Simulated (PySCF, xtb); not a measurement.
Si(H)2(Me)(NCO) (C₂H₅NOSi), SMILES C[SiH2]N=C=O. One conformer was computed; it need not be the lowest.

Harmonic wavenumbers (cm⁻¹) from GFN2-xTB run with xtb at its own minimum, in rising order: 29, 71, 119, 194, 464, 494, 498, 577, 632, 693, 764, 782, 829, 846, 1374, 1479, 1482, 1515, 2239, 2256, 2508, 3035, 3037, 3047.

**Question.** What does PBE-D3(BJ)/def2-SVP run with PySCF 2.14.0 give at its own minimum? (An estimate is asked for; the answer gives what the named calculation found.)

**Answer.** 47, 59, 169, 230, 480, 562, 578, 578, 685, 701, 742, 853, 894, 927, 1219, 1378, 1384, 1476, 2169, 2170, 2412, 2979, 3081, 3088. Paired by order, the mean absolute difference is 57 cm⁻¹ and the zero-point energies are 41.4 and 41.3 kcal/mol.
